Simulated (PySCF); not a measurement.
## Unknown compound

The spectra below were simulated for a compound C7H5FO2.

1H NMR (300 MHz, computed): δ 6.86 (m, 1H), 6.09 (d, 1H), 2.12 (s, 3H).

13C{1H} NMR (computed): δ 183.4 (C), 177.4 (C), 160.1 (C), 147.7 (CH), 133.6 (C), 131.6 (CH), 15.8 (CH3).

[PySCF 2.14.0 with density-fitted response routines: geometry: GFN2-xTB; shieldings: GIAO PBE0/pcSseg-1; non-relativistic Hamiltonian; no solvent; one averaged value for each set of equivalent atoms; single conformer]

Chemical shifts δ = σref − σ; TMS for 1H and 13C, all at this level.

Task: Choose the structure that fits.
A. C=Cc1cc(F)oc(=O)c1
B. C=Cc1coc(C(=O)F)c1
C. O=C(O)c1cccc(F)c1
D. CC1=C(F)C(=O)C(=O)C=C1
E. C#CC1=COC(CF)=CO1
F. O=C(O)c1ccccc1F

Result: D. 

1. Rings plus π bonds: 5 (1 ring in the answer).
2. 7 carbon signals for 7 carbons: no two carbons are equivalent.
3. Carbon types of the structure: 4 × C, 2 × CH, 1 × CH3, which accounts for all hydrogens.
4. δC 183.4, 177.4: ketone carbonyl carbon; low-lying n→π* states of the double bond to the heteroatom give a large paramagnetic term (-248 ppm).
5. δC 160.1, 131.6: α carbon of a C=C–C=O unit; the olefinic region.
6. δC 147.7, 133.6: β carbon of a C=C–C=O unit; conjugation with the carbonyl draws π density from the β position.
7. δC 15.8: allylic methyl carbon; saturated and bonded to C and H only.
8. δH 6.09: hydrogen on an α carbon of a C=C–C=O unit; attached to an sp2 carbon and in the plane of the double bond.

The others: C=Cc1cc(F)oc(=O)c1 would give 5 signals for carbon-bound and other non-exchanging H, not 3; C#CC1=COC(CF)=CO1 would give 4 signals for carbon-bound and other non-exchanging H, not 3; O=C(O)c1ccccc1F would give 4 signals for carbon-bound and other non-exchanging H, not 3; O=C(O)c1cccc(F)c1 would give 4 signals for carbon-bound and other non-exchanging H, not 3; C=Cc1coc(C(=O)F)c1 would give 5 signals for carbon-bound and other non-exchanging H, not 3.

Splittings by 19F in the carbon and heteronuclear signals aren't shown, as no couplings were computed. Shifts are as computed. Against solution values, carbons near 30 ppm lie about +3 ppm off and those near 130 ppm about +5 ppm. Of 1211 compounds with measured shifts, 218 miss one by over three times the rms of a fit or turn the order of signals round; such compounds aren't used in these exercises. No couplings were computed; multiplicities are counted from neighbouring protons, with m where these are inequivalent, close in shift, in a saturated or five-membered ring or joined by F or P, and br s for small geminal =CH2 splittings.
